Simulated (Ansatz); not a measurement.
A nudged elastic band was laid between two geometries of Cl$_{2}$HInS (5 atoms, charge 0, multiplicity 1).

All numbers below come from RKS BHLYP-D4/def2-SVP (Ansatz).

* movable images: 7
* climbing image: yes
* spring: 5.0 eV/Å²
* optimiser: quadratic models (default)
* start path: IDPP
* force threshold: 0.05 eV/Å
* iteration limit: 49
* end points: relaxed

First end point:

```xyz
5
Properties=species:S:1:pos:R:3
S -0.118 1.757 0.712
In 0.323 -0.468 0.004
Cl 2.173 -1.653 0.768
Cl -1.094 -1.555 -1.495
H -1.233 1.845 -0.031
```

Last end point:

```xyz
5
Properties=species:S:1:pos:R:3
S -0.654 1.750 0.335
In -0.099 -0.473 -0.294
Cl 1.798 -1.526 0.560
Cl -1.412 -1.690 -1.779
H 0.417 1.866 1.136
```

(1) Which bonds break or form, and what moves?

(2) Give the energies along the band, and the barrier.

(3) What is the geometry of the highest image?

(4) What are the harmonic wavenumbers there?

## Answers

(1) No bond is made or broken. The height of In2 over the plane of its neighbours goes from 0.00 to 0.00 Å. The two ends are copies of one structure, up to a mirror image or an exchange of like atoms.

(2) It converged. The highest image is number 4 of 0 to 8, 0.162 eV above the ends, which have the same energy within 2 meV. A vibrational analysis at the climbing image gives one clearly imaginary mode, 234i cm⁻¹: a first-order saddle point.

```csv
image,path coordinate (Å),energy (eV),height of In2 over the plane of its neighbours (Å)
0,0.00,0.000,0.00
1,0.37,0.026,0.00
2,0.74,0.085,0.00
3,1.11,0.140,0.01
4,1.48,0.162,0.01
5,1.84,0.140,0.01
6,2.21,0.085,0.00
7,2.58,0.026,0.00
8,2.94,0.000,0.00
```

(3) 
```xyz
5
Properties=species:S:1:pos:R:3:forces:R:3
S -0.923 1.432 0.908 -0.01 -0.01 0.03
In 0.108 -0.540 0.016 0.00 0.00 0.00
Cl 2.245 -1.231 0.636 0.01 0.00 0.00
Cl -0.957 -1.928 -1.523 0.00 0.00 -0.01
H -0.423 2.193 -0.079 0.01 0.02 -0.02
```

(4) 234i, 93, 97, 103, 337, 394, 396, 689, 2767 cm⁻¹.

Time of the run: 4.1 min on 1 thread of Arm Neoverse V1 (shared host), peak memory 0.2 GiB.
